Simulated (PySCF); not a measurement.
Compound: C11H14.
SMILES with atom numbers: `[cH:1]1[cH:2][cH:3][c:4]([CH:5]2[CH2:6][CH2:7][CH2:8][CH2:9]2)[cH:10][cH:11]1` (hydrogens: H12 on C1; H13 on C2; H14 on C3; H15 on C5; H16, H17 on C6; H18, H19 on C7; H20, H21 on C8; H22, H23 on C9; H24 on C10; H25 on C11)

Structure used (PBE0-D3(BJ)/def2-SVP), in Å, numbered top down from 1:
```
atom  x, y, z in Å
C1     3.0937    0.0643   -0.0759
C2     2.5912   -0.5319   -1.2299
C3     1.2186   -0.7364   -1.3711
C4     0.3228   -0.3510   -0.3693
C5    -1.1622   -0.5533   -0.5368
C6    -1.8633   -1.2734    0.6525
C7    -2.9112   -0.2918    1.1854
C8    -3.2902    0.5298   -0.0429
C9    -1.9391    0.7759   -0.7058
C10    0.8438    0.2490    0.7859
C11    2.2126    0.4546    0.9334
H12    4.1682    0.2244    0.0391
H13    3.2712   -0.8433   -2.0267
H14    0.8311   -1.2084   -2.2785
H15   -1.3066   -1.1582   -1.4453
H16   -2.3572   -2.1866    0.2853
H17   -1.1468   -1.5953    1.4223
H18   -3.7660   -0.7918    1.6658
H19   -2.4611    0.3737    1.9425
H20   -3.8325    1.4576    0.1962
H21   -3.9395   -0.0663   -0.7079
H22   -2.0070    1.0871   -1.7590
H23   -1.4080    1.5799   -0.1698
H24    0.1656    0.5606    1.5858
H25    2.5961    0.9225    1.8436
```

The closed-shell ground state was solved at several levels (PySCF, density fitting, gas phase, non-relativistic).

```
              level  basis functions  HOMO (eV)  LUMO (eV)  gap (eV)  dipole (D)
CAM-B3LYP/def2-SVPD              332      -8.07       0.85      8.92        0.53
      PBE0/pcSseg-1              257      -6.89      -0.18      6.71        0.52
        HF/pcSseg-1              257      -8.75       3.45     12.20        0.49
```

Problem. Estimate the row for B3LYP/pcJ-1, a basis of 437 functions; the other rows only guide the guess.

Solution. HOMO -6.65 eV, LUMO -0.34 eV, gap 6.31 eV, dipole 0.49 D.

Problem. Over all these levels, which gives the widest orbital gap and which the narrowest?

Solution. HF/pcSseg-1 (Hartree–Fock, all exact exchange) has the widest, 12.20 eV, and B3LYP/pcJ-1 (global hybrid, 20 % exact exchange) the narrowest, 6.31 eV. Functional and basis both differ between the two, so the spread mixes both effects. The HOMO need not be the same orbital at Hartree–Fock and at DFT levels.

Problem. How far do the dipole and the HOMO energy spread over the levels?

Solution. The dipole runs from 0.49 to 0.53 D (mean 0.51 D) and the HOMO from -8.75 to -6.65 eV.

One conformer stands for the species.
